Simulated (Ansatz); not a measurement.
GeCNClF (SMILES N#[C][Ge]([F])[Cl]): methods side by side

GeCNClF has 5 atoms, charge 0, and is taken as a doublet. As SMILES, `N#[C][Ge]([F])[Cl]`. Geometry: relaxed at PBE0-D4/def2-TZVP.

Quantity: the vertical ionisation energy (to the singlet cation), in eV. The values are calculated.

| level | kind | program | value (eV) | less CCSD(T)/cc-pVDZ | CPU time (all runs) |
| --- | --- | --- | --- | --- | --- |
| UHF/cc-pVDZ | Hartree–Fock | Ansatz | 10.57 | +0.56 | 10 s |
| USVWN5/cc-pVDZ | LDA | Ansatz | 10.05 | +0.04 | 6.8 s |
| UPBE/cc-pVDZ | GGA | Ansatz | 9.92 | -0.09 | 11 s |
| UPBE0/cc-pVDZ | global hybrid | Ansatz | 10.38 | +0.37 | 15 s |
| UCAM-B3LYP/cc-pVDZ | range-separated hybrid | Ansatz | 10.49 | +0.48 | 16 s |
| UPBE-QIDH/cc-pVDZ | double hybrid | Ansatz | 10.50 | +0.49 | 22 s |
| RPA@PBE/cc-pVDZ | RPA | Ansatz | 9.91 | -0.10 | 16 s |
| UCCSD(T)/cc-pVDZ | coupled cluster or CI | Ansatz | 10.01 | 0.00 | 64 s |

Differences are taken from UCCSD(T)/cc-pVDZ for orientation; it has basis-set and higher-order errors of its own. All-electron rows without a relativistic Hamiltonian named are non-relativistic. The values span 9.91 to 10.57 eV. In the correlated wave-function rows the outer d shell of Ge is correlated, in sets not made for it. Times are those of the runs behind each value, whatever else they computed, on shared processors of several kinds: orders of magnitude only.
